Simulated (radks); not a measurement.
The mean radii <r> (bohr) of the occupied orbitals of an atom or ion are listed with their occupations. Calculated with a radial shooting solver on a logarithmic mesh with Libxc functionals: scalar-relativistic Kohn-Sham, PBE, spin-polarised, spherical densities, finite nucleus; Fermi nuclear charge, rms radius of each element as measured or else 0.836 A^(1/3) + 0.57 fm.

orbital  occ.      <r>
1s up       1  0.01832
1s down     1  0.01831
2s up       1  0.07562
2s down     1  0.07571
2p up       3  0.06720
2p down     1  0.06731

Name the element and its charge. Open shells, if any, are filled with parallel spins first.

Answer. Z = 74, tungsten, charge +66: W66+ in [He] 2s2 2p4. The 1s radius gives Z: for a bare nucleus <r> = (2 gamma + 1)/(2Z) with gamma = sqrt(1 - (Z/c)^2), 0.01813 bohr for Z = 74, and screening makes it slightly larger (0.01832 here). The occupations add up to 8, and the charge is Z minus that.
